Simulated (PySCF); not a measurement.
Cl4Se, SMILES Cl[Se+](Cl)(Cl)Cl, charge +1, multiplicity 2. Coordinates come from a B3LYP-D3(BJ)/def2-SVP optimisation.

Computed equilibrium geometry at B3LYP-D3(BJ)/def2-SVP (PySCF confirms it by a frequency run) as a Z-matrix, and its point group:
point group C2v.
```
Se
Cl 1 2.1524
Cl 1 2.1524 2 102.96
Cl 1 2.2771 2 103.34 3 -107.32
Cl 1 2.2771 2 103.34 3 107.32
```
Charge +1, spin multiplicity 2.
